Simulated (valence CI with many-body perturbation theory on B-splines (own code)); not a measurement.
Results of a calculation; reference values are marked as such.
## Hyperfine factors and g values of Re⁴³⁺

Method: relativistic CI+MBPT: four valence electrons over a frozen Dirac-Fock core [Ar] 3d10, radial functions for each j: 11 s, 11 p, 9 d, 7 f, 5 g, 2 h, 1 i, with the one-electron correlation potential Σ1, the two-electron term Σ2, the three-electron term Σ3, Breit, model QED; selected CI, second order for the rest (own B-spline code, finite nucleus).

No measured spectrum was set against this ion. As an estimate, large intervals hold to a few tenths of a per cent, small ones and those within an open d or f shell to about a per cent.

A/g_I is the dipole constant over the nuclear g factor μ/I (μ in nuclear magnetons, uniformly magnetised nucleus), B/Q the quadrupole constant per barn. Both hold the static response of the core; the bare values leave it out. Large factors of s and p1/2 electrons are usually good to 5 to 10 %; those of open d and f shells near neutrality can be off by tens of per cent, and small factors of p3/2, d and f electrons come from cancelling terms and can be off by a factor of two or in sign, in half-filled shells by more. B is blank for J = 1/2, where it vanishes, and for nearly pure S terms. Energies count from the lowest level. Levels with J = 0 are left out.

Levels are named by their leading jj configuration (3d3/2^4 stands for four electrons in 3d with j = 3/2), which in mixed levels can hold well under half, so a name can repeat and another be missing. Letters in brackets count levels of one name in rising energy.

```
                         Level  E (× 10³ cm⁻¹)      g  A/g_I (MHz)  A/g_I bare  B/Q (MHz/b)  B/Q bare
        (4s^2 4p1/2 4p3/2) J=1          795.91  1.497       -58500      -57200        62100     60100
        (4s^2 4p1/2 4p3/2) J=2          831.16  1.176       181000      175000       110000    107000
        (4s 4p1/2^2 4p3/2) J=2          1591.8  1.564       455000      441000       112000    108000
            (4s^2 4p3/2^2) J=2          1653.8  1.314        62900       60600        13800     13300
        (4s 4p1/2^2 4p3/2) J=1          1712.4  1.064      -324000     -314000        80200     77800
        (4s^2 4p1/2 4d3/2) J=2          2059.5  0.763       156000      152000        23400     23100
        (4s^2 4p1/2 4d3/2) J=1          2209.6  0.864      -116000     -111000         8560      8510
        (4s^2 4p1/2 4d5/2) J=2          2271.4  1.417        84000       81700         8080      8010
        (4s^2 4p1/2 4d5/2) J=3          2298.7  1.156       148000      144000          370       701
    (4s 4p1/2 4p3/2^2) J=2 [a]          2406.8  1.401       150000      146000        48300     46900
        (4s 4p1/2 4p3/2^2) J=3          2452.9  1.280       355000      344000        22000     21400
    (4s 4p1/2 4p3/2^2) J=1 [a]          2541.8  1.279       534000      517000       -93300    -90400
    (4s 4p1/2 4p3/2^2) J=2 [b]          2562.5  1.095        13200       12800       -18100    -17700
    (4s 4p1/2 4p3/2^2) J=1 [b]          2575.0  1.360        89100       86300        56600     54800
        (4s 4p1/2^2 4d3/2) J=1          2865.5  0.419      -371000     -358000        10500     10400
        (4s 4p1/2^2 4d3/2) J=2          2892.8  1.158       404000      392000        19500     19300
        (4s^2 4p3/2 4d3/2) J=2          2986.7  1.049        36200       35300        -6120     -5900
        (4s^2 4p3/2 4d3/2) J=1          2998.2  1.127        47100       46000       -54500    -53000
        (4s^2 4p3/2 4d3/2) J=3          3005.9  1.115        50200       49000       120000    117000
        (4s^2 4p3/2 4d5/2) J=4          3081.5  1.246        30800       30100       150000    146000
        (4s^2 4p3/2 4d5/2) J=2          3093.5  1.286        90200       87900       -87500    -84700
        (4s 4p1/2^2 4d5/2) J=3          3093.6  1.359       279000      271000        18700     18500
        (4s 4p1/2^2 4d5/2) J=2          3147.9  1.061      -208000     -200000        -2040     -1630
        (4s^2 4p3/2 4d5/2) J=3          3232.9  1.180        34000       33200        12500     12400
        (4s^2 4p3/2 4d5/2) J=1          3247.3  1.106       -38000      -35400        14100     13700
              (4s 4p3/2^3) J=2          3357.4  1.390       396000      384000      -118000   -114000
         (4p1/2^2 4p3/2^2) J=2          3369.9  1.249        42100       41100        30500     29600
              (4s 4p3/2^3) J=1          3465.2  1.167      -311000     -301000       -39300    -37900
(4s 4p1/2 4p3/2 4d3/2) J=1 [a]          3595.6  1.171       193000      188000       -59600    -57900
(4s 4p1/2 4p3/2 4d3/2) J=2 [a]          3598.9  1.096       137000      133000       -30800    -29900
(4s 4p1/2 4p3/2 4d3/2) J=3 [a]          3611.9  1.092       175000      170000        48100     46600
        (4s^2 4p1/2 4f5/2) J=3          3658.3  0.907       143000      139000         5060      4620
    (4s 4p1/2 4p3/2 4d3/2) J=4          3665.8  1.169       267000      259000        89700     87100
        (4s^2 4p1/2 4f5/2) J=2          3703.9  0.907        12700       13000       -23900    -23300
```

(1) Take the isotope of mass number 185, with I = 5/2, μ = 3.176 μN and Q = 2.07 b. What is the hyperfine structure of (4s 4p1/2^2 4p3/2) J=1?

Answers

(1) From the table A = -412000 MHz, B = 166000 MHz. Shifts from the centre of gravity in MHz: F = 3/2: 1560000, F = 5/2: 279000, F = 7/2: -988000.
